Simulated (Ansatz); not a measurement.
BiH2(iPr) (C₃H₉Bi). Charge 0, multiplicity 1. Geometry PBE0-D4/def2-SVP; atoms count from 1.

```xyz
13

Bi    1.4782    0.1871    1.5849
H     2.8961    0.4483    0.5078
H     1.3077    1.9646    1.8091
C     0.0073    0.1732   -0.1936
C    -1.4065    0.3871    0.3157
C     0.1676   -1.1186   -0.9744
H     0.3173    1.0282   -0.8132
H    -1.5185    1.3452    0.8466
H    -1.7219   -0.4163    1.0033
H    -2.1271    0.3903   -0.5225
H    -0.5255   -1.1430   -1.8352
H     1.1869   -1.2424   -1.3719
H    -0.0614   -2.0038   -0.3565
```

In the def2 sets Bi takes a core potential; there is no spin–orbit coupling.

Q: Estimate the Mulliken populations from the PBE0/def2-TZVP orbitals of Ansatz.

A: 
| atom | charge (e) |
| --- | --- |
| Bi1 | 0.23 |
| H2 | -0.06 |
| H3 | -0.06 |
| C4 | -0.22 |
| C5 | -0.38 |
| C6 | -0.38 |
| H7 | 0.12 |
| H8 | 0.14 |
| H9 | 0.12 |
| H10 | 0.12 |
| H11 | 0.12 |
| H12 | 0.14 |
| H13 | 0.12 |
Mulliken values depend strongly on the basis.

Q: And the Mayer bond orders between heavy atoms (over 0.3)?

A: Bi1–C4 0.95 (2.31 Å); C4–C5 1.00 (1.52 Å); C4–C6 1.00 (1.52 Å).
